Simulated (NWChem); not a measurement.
System: C$_{2}$H$_{4}$ClFSi; SMILES F/C=C(/[SiH3])Cl

NWChem input:

```
start job
memory heap 200 mb stack 900 mb global 1100 mb
geometry units angstroms noautosym nocenter noautoz
  F     -0.891525     2.215487     0.000000
  C     -1.108059     0.897258     0.000000
  C     -0.134332    -0.017304     0.000000
  Si    -0.451015    -1.865447     0.000000
  Cl     1.544121     0.512174     0.000000
  H     -2.163942     0.643142     0.000000
  H      0.145527    -2.483830    -1.210127
  H      0.145527    -2.483830     1.210127
  H     -1.924525    -2.067751     0.000000
end
basis spherical
  * library 6-31g*
end
dft
  xc b3lyp
  iterations 150
end
cosmo
  do_cosmo_smd true
  solvent water
end
task dft energy
```

Output (shortened):

```
             Northwest Computational Chemistry Package (NWChem) 7.3.0
             --------------------------------------------------------

                             Geometry "geometry" -> ""
                             -------------------------

 Output coordinates in angstroms (scale by  1.889725989 to convert to a.u.)

  No.       Tag          Charge          X              Y              Z
 ---- ---------------- ---------- -------------- -------------- --------------
    1 F                    9.0000    -0.89152500     2.21548700     0.00000000
    2 C                    6.0000    -1.10805900     0.89725800     0.00000000
    3 C                    6.0000    -0.13433200    -0.01730400     0.00000000
    4 Si                  14.0000    -0.45101500    -1.86544700     0.00000000
    5 Cl                  17.0000     1.54412100     0.51217400     0.00000000
    6 H                    1.0000    -2.16394200     0.64314200     0.00000000
    7 H                    1.0000     0.14552700    -2.48383000    -1.21012700
    8 H                    1.0000     0.14552700    -2.48383000     1.21012700
    9 H                    1.0000    -1.92452500    -2.06775100     0.00000000

 Effective nuclear repulsion energy (a.u.)     266.0628304471

                                 NWChem DFT Module
                                 -----------------

 Summary of "ao basis" -> "ao basis" (spherical)
 ------------------------------------------------------------------------------
       Tag                 Description            Shells   Functions and Types
 ---------------- ------------------------------  ------  ---------------------
 F                           6-31g*                  6       14   3s2p1d
 C                           6-31g*                  6       14   3s2p1d
 Si                          6-31g*                  8       18   4s3p1d
 Cl                          6-31g*                  8       18   4s3p1d
 H                           6-31g*                  2        2   2s

 in cosmo_initialize ...
 calling solv_data for solv:h2o

 solvent parameters
 solvname_short: h2o
 solvname_long:  water
 dielec:       78.4000
 dielecinf:     1.7769
 aqueous SMD model solvent descriptors
 dielec:       78.4000
 sola:          0.8200

          ---------------
          -cosmo- solvent
          ---------------
 Cosmo: York-Karplus, doi: 10.1021/jp992097l
 dielectric constant -eps-     =  78.40
 screen = (eps-1)/(eps    )    =   0.98724
 surface charge correction     = lagrangian

[...]

                                COSMO-SMD solvation results
                                ---------------------------

             internal energy in gas <Psi(g)|H|Psi(g)> =      -928.103598677615
         internal energy in solvent <Psi(s)|H|Psi(s)> =      -928.102585629509
                               delta internal energy  =         0.001013048105 (    0.64 kcal/mol)
   total free energy in solvent <Psi(s)|H+V/2|Psi(s)> =      -928.108014619778
 polarization energy contribution <Psi(s)|V/2|Psi(s)> =        -0.005428990269 (   -3.41 kcal/mol)
    total free energy in solvent including G(SMD-CDS) =      -928.101188701090
                       G(SMD-CDS) energy contribution =         0.006825918688 (    4.28 kcal/mol)
     1 M fixed-concentration free energy of solvation =         0.002409976524 (    1.51 kcal/mol)

                       DFT Final Molecular Orbital Analysis
                       ------------------------------------

 Vector   26  Occ=2.000000D+00  E=-3.454484D-01
              MO Center=  5.1D-01, -1.2D+00,  5.6D-09, r^2= 4.3D+00
   Bfn.  Coefficient  Atom+Function         Bfn.  Coefficient  Atom+Function
  ----- ------------  ---------------      ----- ------------  ---------------
    69      0.445252  5 Cl pz                51     -0.316864  4 Si pz
    73      0.227742  5 Cl pz                82      0.213722  7 H  s
    84     -0.213722  8 H  s                 81      0.193598  7 H  s
    83     -0.193598  8 H  s                 65     -0.173984  5 Cl pz
    47      0.130074  4 Si pz                33      0.101621  3 C  pz

 Vector   27  Occ=2.000000D+00  E=-3.108741D-01
              MO Center=  9.7D-01,  1.5D-01,  3.2D-12, r^2= 2.8D+00
   Bfn.  Coefficient  Atom+Function         Bfn.  Coefficient  Atom+Function
  ----- ------------  ---------------      ----- ------------  ---------------
    68      0.638819  5 Cl py                72      0.353111  5 Cl py
    64     -0.248209  5 Cl py                32     -0.218052  3 C  py
    50      0.196995  4 Si py                34      0.139437  3 C  s
    86     -0.129128  9 H  s                 20     -0.122259  2 C  s
    67     -0.111314  5 Cl px                49      0.103108  4 Si px

 Vector   28  Occ=2.000000D+00  E=-2.595112D-01
              MO Center= -5.3D-02,  4.7D-01, -1.6D-09, r^2= 2.9D+00
   Bfn.  Coefficient  Atom+Function         Bfn.  Coefficient  Atom+Function
  ----- ------------  ---------------      ----- ------------  ---------------
    69      0.391589  5 Cl pz                19     -0.347747  2 C  pz
    33     -0.345986  3 C  pz                73      0.259240  5 Cl pz
    37     -0.254465  3 C  pz                 5      0.233639  1 F  pz
    23     -0.208382  2 C  pz                 9      0.189226  1 F  pz
    65     -0.151125  5 Cl pz                82     -0.124737  7 H  s

 Vector   29  Occ=0.000000D+00  E=-1.002968D-02
              MO Center= -6.1D-01,  2.8D-01,  7.8D-10, r^2= 2.8D+00
   Bfn.  Coefficient  Atom+Function         Bfn.  Coefficient  Atom+Function
  ----- ------------  ---------------      ----- ------------  ---------------
    23      0.552793  2 C  pz                19      0.486236  2 C  pz
    37     -0.487707  3 C  pz                33     -0.353698  3 C  pz
    82     -0.274159  7 H  s                 84      0.274159  8 H  s
    55     -0.238629  4 Si pz                 5     -0.196703  1 F  pz
     9     -0.190050  1 F  pz                51     -0.161288  4 Si pz

[...]
```

Level: B3LYP/6-31G* (spherical d), SMD on the gas-phase geometry. All runs use the structure optimised with B3LYP/6-31G* (spherical d). Solvent: water.
